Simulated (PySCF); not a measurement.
**Atomic charges against the basis set**

Species: C2H8NPSi.
Atom-mapped SMILES: `[CH3:1]/[N:2]=[CH:3]\[SiH2:4][PH2:5]` (hydrogens: H6, H7, H8 on C1; H9 on C3; H10, H11 on Si4; H12, H13 on P5)

PBE0 throughout (PySCF), one geometry, spherical d and f functions. One conformer (not necessarily the lowest) at the PBE0-D3(BJ)/def2-SVP geometry, without solvent, vibrations or thermal averaging. Atoms taken as equivalent share a column and are averaged. The first 7 of 9 kinds of atom are listed.

Mulliken charges (e):

| basis | functions | C1 | N2 | C3 | Si4 | P5 | H6/H7/H8 | H9 |
| --- | --- | --- | --- | --- | --- | --- | --- | --- |
| STO-3G | 41 | -0.168 | -0.226 | -0.136 | +0.425 | +0.146 | +0.090 | +0.076 |
| 6-31G | 69 | -0.397 | -0.288 | -0.277 | +0.457 | -0.123 | +0.194 | +0.187 |
| 6-31G* | 94 | -0.413 | -0.271 | -0.194 | +0.304 | -0.197 | +0.193 | +0.182 |
| def2-SVP | 118 | +0.028 | -0.209 | -0.187 | +0.251 | -0.109 | +0.058 | +0.072 |
| 6-311+G(2d,p) | 199 | -0.397 | -0.144 | -0.218 | +0.414 | -0.315 | +0.147 | +0.128 |
| def2-TZVP | 215 | -0.243 | -0.161 | -0.168 | +0.116 | -0.238 | +0.129 | +0.130 |

IAO charges (e):

```tsv
basis	functions	C1	N2	C3	Si4	P5	H6/H7/H8	H9
STO-3G	41	-0.328	-0.169	-0.268	+0.502	+0.042	+0.137	+0.124
6-31G	69	-0.338	-0.195	-0.243	+0.365	-0.125	+0.156	+0.159
6-31G*	94	-0.303	-0.214	-0.242	+0.477	-0.092	+0.144	+0.145
def2-SVP	118	-0.293	-0.208	-0.244	+0.485	-0.095	+0.140	+0.141
6-311+G(2d,p)	199	-0.309	-0.229	-0.248	+0.501	-0.097	+0.148	+0.150
def2-TZVP	215	-0.309	-0.226	-0.250	+0.510	-0.098	+0.147	+0.149
```

Hirshfeld charges (e):

| basis | functions | C1 | N2 | C3 | Si4 | P5 | H6/H7/H8 | H9 |
| --- | --- | --- | --- | --- | --- | --- | --- | --- |
| STO-3G | 41 | +0.014 | -0.172 | -0.042 | +0.296 | +0.074 | +0.022 | +0.018 |
| 6-31G | 69 | -0.048 | -0.145 | -0.057 | +0.233 | -0.028 | +0.047 | +0.050 |
| 6-31G* | 94 | -0.049 | -0.142 | -0.051 | +0.238 | -0.030 | +0.045 | +0.048 |
| def2-SVP | 118 | -0.069 | -0.129 | -0.056 | +0.262 | -0.004 | +0.043 | +0.039 |
| 6-311+G(2d,p) | 199 | -0.073 | -0.147 | -0.060 | +0.266 | -0.003 | +0.046 | +0.046 |
| def2-TZVP | 215 | -0.076 | -0.141 | -0.059 | +0.262 | -0.008 | +0.046 | +0.045 |

ESP-fitted charges (e):

| basis | functions | C1 | N2 | C3 | Si4 | P5 | H6/H7/H8 | H9 |
| --- | --- | --- | --- | --- | --- | --- | --- | --- |
| STO-3G | 41 | -0.120 | -0.400 | +0.205 | +0.364 | -0.203 | +0.080 | -0.022 |
| 6-31G | 69 | -0.037 | -0.508 | +0.244 | +0.357 | -0.403 | +0.081 | +0.021 |
| 6-31G* | 94 | -0.093 | -0.424 | +0.191 | +0.334 | -0.313 | +0.085 | +0.030 |
| def2-SVP | 118 | -0.020 | -0.450 | +0.218 | +0.309 | -0.287 | +0.068 | +0.014 |
| 6-311+G(2d,p) | 199 | -0.082 | -0.465 | +0.221 | +0.317 | -0.248 | +0.085 | +0.027 |
| def2-TZVP | 215 | -0.084 | -0.451 | +0.222 | +0.311 | -0.243 | +0.084 | +0.024 |

Some averages cover members that differ in this geometry, most widely: H6/H7/H8, ESP-fitted in 6-31G +0.017 to +0.116; H6/H7/H8, ESP-fitted in 6-311+G(2d,p) +0.026 to +0.116; H6/H7/H8, ESP-fitted in def2-SVP +0.010 to +0.100; H6/H7/H8, ESP-fitted in 6-31G* +0.028 to +0.117 e.

Question: Which scheme is steadiest as the basis changes?

Answer: Largest range over the bases for any column: Hirshfeld 0.10 e, IAO 0.17 e, ESP-fitted 0.20 e, Mulliken 0.46 e. Hirshfeld charges move least and Mulliken charges most, counted in e. Without the minimal STO-3G basis the ranges are Hirshfeld 0.03, IAO 0.14, ESP-fitted 0.16, Mulliken 0.44 e.

Question: How much do the charges still move between the two largest bases, 6-311+G(2d,p) and def2-TZVP?

Answer: At most, over all atoms: Mulliken 0.298 e, IAO 0.009 e, Hirshfeld 0.007 e, ESP-fitted 0.014 e.

Question: What do the same runs give for the total energy, the frontier levels and the dipole moment?

Answer: 
| basis | energy (Eh) | HOMO (eV) | LUMO (eV) | μ (D) |
| --- | --- | --- | --- | --- |
| STO-3G | -757.3170 | -4.12 | 2.82 | 1.66 |
| 6-31G | -766.0257 | -6.67 | -0.91 | 1.46 |
| 6-31G* | -766.1301 | -6.77 | -0.92 | 1.12 |
| def2-SVP | -765.8769 | -6.81 | -0.99 | 1.13 |
| 6-311+G(2d,p) | -766.2322 | -6.98 | -1.25 | 1.23 |
| def2-TZVP | -766.2438 | -6.93 | -1.18 | 1.13 |

The dipole is fixed by the density alone, so its range of 0.54 D shows that the density itself changes with the basis, not only its division among atoms.
